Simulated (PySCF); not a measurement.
## Radial density of Br⁺ (bromine, charge +1)

PBE0, [Ar] 3d10 4s2 4p4, high-spin 3P determinant. Calculation: PySCF 2.14, in def2-SVP; the non-relativistic Hamiltonian (point nucleus).

```json
{"r (bohr)": "0.000800", "4πr²ρ (e/bohr)": "0.2208", "4πr²(ρα − ρβ)": "0.0000"}
{"r (bohr)": "0.00135", "4πr²ρ (e/bohr)": "0.6100", "4πr²(ρα − ρβ)": "0.0000"}
{"r (bohr)": "0.00226", "4πr²ρ (e/bohr)": "1.630", "4πr²(ρα − ρβ)": "0.0000"}
{"r (bohr)": "0.00381", "4πr²ρ (e/bohr)": "4.117", "4πr²(ρα − ρβ)": "0.0000"}
{"r (bohr)": "0.00640", "4πr²ρ (e/bohr)": "9.742", "4πr²(ρα − ρβ)": "0.0001"}
{"r (bohr)": "0.0108", "4πr²ρ (e/bohr)": "20.30", "4πr²(ρα − ρβ)": "0.0004"}
{"r (bohr)": "0.0181", "4πr²ρ (e/bohr)": "34.67", "4πr²(ρα − ρβ)": "0.0024"}
{"r (bohr)": "0.0305", "4πr²ρ (e/bohr)": "42.84", "4πr²(ρα − ρβ)": "0.0120"}
{"r (bohr)": "0.0513", "4πr²ρ (e/bohr)": "36.97", "4πr²(ρα − ρβ)": "0.0441"}
{"r (bohr)": "0.0862", "4πr²ρ (e/bohr)": "39.77", "4πr²(ρα − ρβ)": "0.0922"}
{"r (bohr)": "0.145", "4πr²ρ (e/bohr)": "50.86", "4πr²(ρα − ρβ)": "0.0472"}
{"r (bohr)": "0.244", "4πr²ρ (e/bohr)": "30.79", "4πr²(ρα − ρβ)": "0.0095"}
{"r (bohr)": "0.410", "4πr²ρ (e/bohr)": "34.20", "4πr²(ρα − ρβ)": "0.2313"}
{"r (bohr)": "0.690", "4πr²ρ (e/bohr)": "21.19", "4πr²(ρα − ρβ)": "-0.0006"}
{"r (bohr)": "1.16", "4πr²ρ (e/bohr)": "5.276", "4πr²(ρα − ρβ)": "0.7968"}
{"r (bohr)": "1.95", "4πr²ρ (e/bohr)": "3.291", "4πr²(ρα − ρβ)": "1.1033"}
{"r (bohr)": "3.28", "4πr²ρ (e/bohr)": "0.4989", "4πr²(ρα − ρβ)": "0.2008"}
{"r (bohr)": "5.52", "4πr²ρ (e/bohr)": "0.006116", "4πr²(ρα − ρβ)": "0.0027"}
```
